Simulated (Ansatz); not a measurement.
Nudged elastic band run: CH9AlB2Si

The input (input.yaml):

```yaml
crystal:
  periodic: [false, false, false]
  atoms:
    - { symbol: B, position_ang: [-2.812944, 0.211002, 1.045898] }
    - { symbol: B, position_ang: [-1.736079, -0.947833, 1.323042] }
    - { symbol: Al, position_ang: [-0.12933, -1.238965, -0.070188] }
    - { symbol: C, position_ang: [1.595462, -0.270057, 0.068289] }
    - { symbol: Si, position_ang: [1.814366, 1.117431, -1.243506] }
    - { symbol: H, position_ang: [-2.638834, 1.338736, 1.42623] }
    - { symbol: H, position_ang: [-3.789495, 0.037681, 0.367583] }
    - { symbol: H, position_ang: [-1.725783, -1.702102, 2.258875] }
    - { symbol: H, position_ang: [-0.313284, -2.294791, -1.277418] }
    - { symbol: H, position_ang: [1.708695, 0.177263, 1.064012] }
    - { symbol: H, position_ang: [2.418277, -0.985891, -0.072866] }
    - { symbol: H, position_ang: [3.067464, 1.921456, -1.019498] }
    - { symbol: H, position_ang: [0.650744, 2.075459, -1.213453] }
    - { symbol: H, position_ang: [1.877842, 0.531411, -2.627901] }
basis:
  gaussian: { orbitals: "6-31G" }
hamiltonian:
  xc: b3lyp
neb:
  order_check: false
  images: 7
  f_tol: 0.05
  max_iterations: 37
  final_atoms:
    - { symbol: B, position_ang: [-1.8601006, -0.1363685, 1.72936352] }
    - { symbol: B, position_ang: [-2.41488366, -1.01092522, 0.67200633] }
    - { symbol: Al, position_ang: [-0.24197903, -1.09211061, 0.16459296] }
    - { symbol: C, position_ang: [1.32086661, 0.117024, 0.24577362] }
    - { symbol: Si, position_ang: [1.6567504, 1.05005451, -1.40168841] }
    - { symbol: H, position_ang: [-1.34595827, 0.66475981, 2.42029745] }
    - { symbol: H, position_ang: [-2.6287509, 0.33002842, 0.70758648] }
    - { symbol: H, position_ang: [-3.09880431, -1.69585631, 0.00565963] }
    - { symbol: H, position_ang: [-0.03575322, -2.57678465, -0.41091013] }
    - { symbol: H, position_ang: [1.20054203, 0.86619812, 1.03837582] }
    - { symbol: H, position_ang: [2.21628978, -0.4781879, 0.47537612] }
    - { symbol: H, position_ang: [2.88451316, 1.91691605, -1.32392938] }
    - { symbol: H, position_ang: [0.49080914, 1.9358329, -1.75513372] }
    - { symbol: H, position_ang: [1.84355987, 0.08021939, -2.53827129] }
  initial_path:
    images:
      - { positions_ang: [[-2.812944, 0.211002, 1.045898], [-1.736079, -0.947833, 1.323042], [-0.12933, -1.238965, -0.070188], [1.595462, -0.270057, 0.068289], [1.814366, 1.117431, -1.243506], [-2.638834, 1.338736, 1.42623], [-3.789495, 0.037681, 0.367583], [-1.725783, -1.702102, 2.258875], [-0.313284, -2.294791, -1.277418], [1.708695, 0.177263, 1.064012], [2.418277, -0.985891, -0.072866], [3.067464, 1.921456, -1.019498], [0.650744, 2.075459, -1.213453], [1.877842, 0.531411, -2.627901]] }
      - { positions_ang: [[-2.62324436, 0.32377113, 1.09440025], [-1.77467615, -0.91699808, 1.15325027], [-0.10827613, -1.29638335, -0.03762243], [1.60204654, -0.2605383, 0.08651369], [1.69554161, 1.11715132, -1.21601108], [-2.27292779, 1.36794962, 1.40620941], [-3.62974542, 0.00121249, 0.44710191], [-1.98620744, -1.66267278, 1.83688576], [-0.1831667, -2.46576434, -1.04064458], [1.6874291, 0.18398785, 1.09459796], [2.430005, -0.94036366, -0.06836343], [2.9294408, 1.94934919, -1.02276261], [0.50386565, 2.03504536, -1.12332058], [1.71701628, 0.53505357, -2.58113555]] }
      - { positions_ang: [[-2.43354472, 0.43654027, 1.1429025], [-1.8132733, -0.88616317, 0.98345854], [-0.08722225, -1.35380171, -0.00505686], [1.60863108, -0.25101961, 0.10473839], [1.57671721, 1.11687164, -1.18851616], [-1.90702158, 1.39716323, 1.38618881], [-3.46999584, -0.03525603, 0.52662083], [-2.24663188, -1.62324357, 1.41489652], [-0.05304939, -2.63673768, -0.80387115], [1.66616319, 0.1907127, 1.12518393], [2.441733, -0.89483632, -0.06386086], [2.79141759, 1.97724239, -1.02602722], [0.35698731, 1.99463171, -1.03318817], [1.55619057, 0.53869613, -2.5343701]] }
      - { positions_ang: [[-2.24384508, 0.5493094, 1.19140474], [-1.85187045, -0.85532825, 0.81366681], [-0.06616838, -1.41122006, 0.02750871], [1.61521562, -0.24150091, 0.12296308], [1.45789282, 1.11659196, -1.16102124], [-1.54111536, 1.42637685, 1.36616822], [-3.31024626, -0.07172454, 0.60613974], [-2.50705632, -1.58381435, 0.99290728], [0.07706791, -2.80771103, -0.56709773], [1.64489729, 0.19743755, 1.15576989], [2.45346101, -0.84930898, -0.05935828], [2.65339439, 2.00513558, -1.02929182], [0.21010896, 1.95421807, -0.94305575], [1.39536485, 0.5423387, -2.48760465]] }
      - { positions_ang: [[-2.05414544, 0.66207853, 1.23990699], [-1.89046759, -0.82449333, 0.64387508], [-0.04511451, -1.46863841, 0.06007427], [1.62180016, -0.23198222, 0.14118777], [1.33906843, 1.11631228, -1.13352632], [-1.17520915, 1.45559047, 1.34614763], [-3.15049668, -0.10819305, 0.68565866], [-2.76748076, -1.54438513, 0.57091803], [0.20718522, -2.97868437, -0.3303243], [1.62363139, 0.2041624, 1.18635586], [2.46518901, -0.80378164, -0.05485571], [2.51537118, 2.03302877, -1.03255643], [0.06323061, 1.91380443, -0.85292334], [1.23453913, 0.54598127, -2.4408392]] }
      - { positions_ang: [[-2.00563423, 0.46246677, 1.36227112], [-2.02157161, -0.8711013, 0.65090789], [-0.09433064, -1.37450646, 0.08620394], [1.54656678, -0.14473066, 0.16733424], [1.41848892, 1.09974784, -1.20056685], [-1.21789643, 1.2578828, 1.61468508], [-3.02006024, 0.00136231, 0.69114061], [-2.85031165, -1.58225293, 0.42960343], [0.14645061, -2.87820944, -0.35047076], [1.51785905, 0.36967133, 1.14936085], [2.4029642, -0.7223832, 0.07770225], [2.60765668, 2.00400059, -1.10539967], [0.17012524, 1.91931155, -1.07847594], [1.38679432, 0.4295408, -2.46519722]] }
      - { positions_ang: [[-1.95712302, 0.26285501, 1.48463526], [-2.15267563, -0.91770927, 0.65794071], [-0.14354677, -1.28037451, 0.11233362], [1.47133339, -0.05747911, 0.1934807], [1.49790942, 1.08318339, -1.26760737], [-1.26058371, 1.06017514, 1.88322254], [-2.88962379, 0.11091768, 0.69662257], [-2.93314253, -1.62012072, 0.28828883], [0.085716, -2.77773451, -0.37061721], [1.41208671, 0.53518026, 1.11236584], [2.34073939, -0.64098477, 0.21026021], [2.69994217, 1.97497241, -1.1782429], [0.27701988, 1.92481867, -1.30402853], [1.5390495, 0.31310033, -2.48955524]] }
      - { positions_ang: [[-1.90861181, 0.06324326, 1.60699939], [-2.28377964, -0.96431724, 0.66497352], [-0.1927629, -1.18624256, 0.13846329], [1.3961, 0.02977244, 0.21962716], [1.57732991, 1.06661895, -1.33464789], [-1.30327099, 0.86246747, 2.15176], [-2.75918735, 0.22047305, 0.70210452], [-3.01597342, -1.65798852, 0.14697423], [0.02498139, -2.67725958, -0.39076367], [1.30631437, 0.70068919, 1.07537083], [2.27851459, -0.55958634, 0.34281816], [2.79222767, 1.94594423, -1.25108614], [0.38391451, 1.93032578, -1.52958113], [1.69130469, 0.19665986, -2.51391327]] }
      - { positions_ang: [[-1.8601006, -0.1363685, 1.72936352], [-2.41488366, -1.01092522, 0.67200633], [-0.24197903, -1.09211061, 0.16459296], [1.32086661, 0.117024, 0.24577362], [1.6567504, 1.05005451, -1.40168841], [-1.34595827, 0.66475981, 2.42029745], [-2.6287509, 0.33002842, 0.70758648], [-3.09880431, -1.69585631, 0.00565963], [-0.03575322, -2.57678465, -0.41091013], [1.20054203, 0.86619812, 1.03837582], [2.21628978, -0.4781879, 0.47537612], [2.88451316, 1.91691605, -1.32392938], [0.49080914, 1.9358329, -1.75513372], [1.84355987, 0.08021939, -2.53827129]] }
```

Run as:

```bash
$ ansatz run input.yaml --threads 1 --pin off --max-ram 2048MiB --backend cpu --events-out ev --progress --plain --runs-dir out
```

Output, in part (warnings, iteration lines, the closing report on the highest movable image, with atoms numbered from 0):

```
NEB end point (image 0): max|allowed force component| = 1.192e-2 eV/Å (the criterion of neb.relax_end_points is 1.000e-2)
NEB end point (image 8): max|allowed force component| = 1.612e-2 eV/Å (the criterion of neb.relax_end_points is 1.000e-2)
NEB iter   1: max|band force component| = 8.750e0 eV/Å  barrier→ = 3.3149 eV  barrier← = 3.2025 eV  Δτ_max = 0.2000 Å  (224 SCF iters)
NEB iter   2: max|band force component| = 2.570e0 eV/Å  barrier→ = 1.7435 eV  barrier← = 1.6311 eV  Δτ_max = 0.1996 Å  (194 SCF iters)
NEB iter   3: max|band force component| = 1.235e0 eV/Å  barrier→ = 0.8305 eV  barrier← = 0.7181 eV  Δτ_max = 0.2000 Å  (186 SCF iters)
NEB iter   4: max|band force component| = 8.635e-1 eV/Å  barrier→ = 0.5426 eV  barrier← = 0.4301 eV  Δτ_max = 0.2000 Å  (181 SCF iters)
NEB iter   5: max|band force component| = 5.946e-1 eV/Å  barrier→ = 0.3897 eV  barrier← = 0.2773 eV  Δτ_max = 0.1991 Å  (178 SCF iters)
NEB iter   6: max|band force component| = 5.597e-1 eV/Å  barrier→ = 0.4039 eV  barrier← = 0.2915 eV  Δτ_max = 0.1995 Å  (179 SCF iters)
NEB iter   7: max|band force component| = 5.688e-1 eV/Å  barrier→ = 0.3995 eV  barrier← = 0.2870 eV  Δτ_max = 0.1005 Å  (180 SCF iters)
NEB iter   8: max|band force component| = 2.341e-1 eV/Å  barrier→ = 0.3658 eV  barrier← = 0.2534 eV  CI = image 3  Δτ_max = 0.2000 Å  (163 SCF iters)
NEB iter   9: max|band force component| = 2.528e-1 eV/Å  barrier→ = 0.3502 eV  barrier← = 0.2377 eV  CI = image 3  Δτ_max = 0.1005 Å  (169 SCF iters)
NEB iter  10: max|band force component| = 5.455e-1 eV/Å  barrier→ = 0.3592 eV  barrier← = 0.2468 eV  CI = image 3  Δτ_max = 0.0503 Å  (166 SCF iters)
NEB iter  11: max|band force component| = 1.745e-1 eV/Å  barrier→ = 0.3418 eV  barrier← = 0.2294 eV  CI = image 3  Δτ_max = 0.1006 Å  (164 SCF iters)
NEB iter  12: max|band force component| = 1.384e-1 eV/Å  barrier→ = 0.3374 eV  barrier← = 0.2250 eV  CI = image 3  Δτ_max = 0.1004 Å  (166 SCF iters)
NEB iter  13: max|band force component| = 1.691e-1 eV/Å  barrier→ = 0.3306 eV  barrier← = 0.2182 eV  CI = image 3  Δτ_max = 0.0500 Å  (167 SCF iters)
NEB iter  14: max|band force component| = 1.678e-1 eV/Å  barrier→ = 0.3268 eV  barrier← = 0.2144 eV  CI = image 3  Δτ_max = 0.0508 Å  (165 SCF iters)
NEB iter  15: max|band force component| = 1.412e-1 eV/Å  barrier→ = 0.3244 eV  barrier← = 0.2120 eV  CI = image 3  Δτ_max = 0.0503 Å  (167 SCF iters)
NEB iter  16: max|band force component| = 1.372e-1 eV/Å  barrier→ = 0.3215 eV  barrier← = 0.2090 eV  CI = image 3  Δτ_max = 0.0251 Å  (167 SCF iters)
NEB iter  17: max|band force component| = 1.191e-1 eV/Å  barrier→ = 0.3200 eV  barrier← = 0.2075 eV  CI = image 3  Δτ_max = 0.0250 Å  (158 SCF iters)
NEB iter  18: max|band force component| = 1.681e-1 eV/Å  barrier→ = 0.3185 eV  barrier← = 0.2060 eV  CI = image 3  Δτ_max = 0.0125 Å  (168 SCF iters)
NEB iter  19: max|band force component| = 4.464e-2 eV/Å  barrier→ = 0.3177 eV  barrier← = 0.2053 eV  CI = image 3  Δτ_max = 0.0000 Å  (333 SCF iters)
Total energy: -17007.50680541 eV, -625.0143469967 hartree
Atom 0 at    -2.098441     0.405321     1.116611 Å, force    -0.018235    -0.039410    -0.035838 eV/Å
Atom 1 at    -1.979917    -1.077838     1.385478 Å, force    -0.014497     0.020862     0.031826 eV/Å
Atom 2 at    -0.209856    -1.282023     0.033153 Å, force    -0.001303     0.008912    -0.005156 eV/Å
Atom 3 at     1.450591    -0.217329     0.151611 Å, force     0.000688    -0.008754    -0.003487 eV/Å
Atom 4 at     1.569202     1.191053    -1.153459 Å, force     0.004875     0.001111     0.001068 eV/Å
Atom 5 at    -1.830199     1.552623     1.063282 Å, force     0.013153    -0.001097     0.001728 eV/Å
Atom 6 at    -2.812652    -0.113874     0.199041 Å, force    -0.003006     0.020076     0.005452 eV/Å
Atom 7 at    -2.486754    -2.103665     1.693696 Å, force     0.022589    -0.011606     0.001555 eV/Å
Atom 8 at    -0.250087    -2.501317    -1.020920 Å, force    -0.003684     0.002524    -0.002314 eV/Å
Atom 9 at     1.544372     0.238660     1.145762 Å, force    -0.001013     0.003095     0.004561 eV/Å
Atom 10 at     2.315182    -0.878845    -0.002726 Å, force    -0.005066     0.002916     0.001206 eV/Å
Atom 11 at     2.856462     1.962074    -1.042420 Å, force     0.001534    -0.001810     0.001243 eV/Å
Atom 12 at     0.433895     2.166110    -0.992142 Å, force     0.002388     0.001916    -0.001441 eV/Å
Atom 13 at     1.485305     0.629849    -2.547866 Å, force     0.001577     0.001264    -0.000403 eV/Å
Dipole moment:     0.131096    -0.078273     0.075028 e Å
```

It converged. Beside the main top the profile has a ripple of under 15 meV (maxima at images 3, 6), which may be a very shallow well or noise. A vibrational analysis at the climbing image gives 2 clearly imaginary modes (438i, 51i cm⁻¹): a point of higher order, so a lower path passes nearby. Limits of this set-up: no polarisation functions.

Final band:

```csv
image,path coordinate (Å),energy (eV)
0,0.00,0.00
1,0.87,0.01
2,1.74,0.09
3,2.62,0.32
4,3.47,0.12
5,4.33,0.11
6,5.18,0.12
7,6.03,0.12
8,6.89,0.11
```

The run took 11 min on 1 thread of Arm Neoverse V1 (shared host), peak memory 0.17 GiB.
